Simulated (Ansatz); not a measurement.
Abridged output of a molecular run in Ansatz:

```
Functional definition: HF
876 factors; integrals over basis functions are off by at most 8.2e-4 eV
mean field evaluation 1: about -10623.1275 eV, gradient 8.1e1 eV
mean field evaluation 2: about -10623.2734 eV, gradient 8.2e1 eV
mean field evaluation 4: about -10635.6364 eV, gradient 1.0e1 eV
mean field evaluation 8: about -10635.8687 eV, gradient 9.2e-1 eV
mean field evaluation 16: about -10635.8712 eV, gradient 2.1e-6 eV
mean field -10635.87124926 eV, -390.8610591577 hartree, gradient 2.1e-6 eV, S^2 0.000000; 0 other end points of the search recorded, 0 dependent functions left out
4 core orbitals not correlated: weight in the atoms' cores, before any rotation towards them, 1.000 or more for the frozen orbitals, at most 0.000 for the correlated occupied ones
reference -10635.87124926 eV, -390.8610591577 hartree; 20, 20 occupied and 69, 69 virtual orbitals, 876 factors
second order -31.18814281 eV of doubles, -0.00000000 eV of singles
cycle   1  -27.49772133 eV  change     3.7e0 eV  update   2.9e-1
cycle   2  -29.19502190 eV  change    -1.7e0 eV  update   1.9e-1
cycle   3  -29.47698067 eV  change   -2.8e-1 eV  update   3.6e-2
cycle   4  -29.49420323 eV  change   -1.7e-2 eV  update   1.5e-2
cycle   5  -29.47654809 eV  change    1.8e-2 eV  update   3.6e-3
cycle   6  -29.47812015 eV  change   -1.6e-3 eV  update   1.4e-3
cycle   7  -29.47811726 eV  change    2.9e-6 eV  update   5.5e-4
cycle   8  -29.47759745 eV  change    5.2e-4 eV  update   2.3e-4
cycle   9  -29.47759367 eV  change    3.8e-6 eV  update   9.9e-5
cycle  10  -29.47769494 eV  change   -1.0e-4 eV  update   3.7e-5
cycle  11  -29.47767246 eV  change    2.2e-5 eV  update   1.9e-5
perturbative correction -1.32782861 eV, -0.0487968015 hartree
Total energy: -10666.67675033 eV, -391.9931404414 hartree
```

Its atoms:

Cartesian coordinates in Å:
```
O -0.0291 0.6477 1.8341
W -0.3283 0.1754 0.2296
O -1.2178 -1.2709 0.2719
O 1.3144 -0.1225 -0.6164
F -1.3163 1.4892 -0.6348
H 1.5770 -0.9189 -1.0843
```

Question: Which basis set was used?
A. cc-pV(T+d)Z
B. cc-pV(Q+d)Z
C. def2-SVP
D. def2-QZVPP

Answer: C. It gives 93 functions.

Question: Write the keys of the input that set method, charge and spin (a neutral closed shell needs none for the last two).

Answer: 
```yaml
correlation: {method: ccsd_t}
```
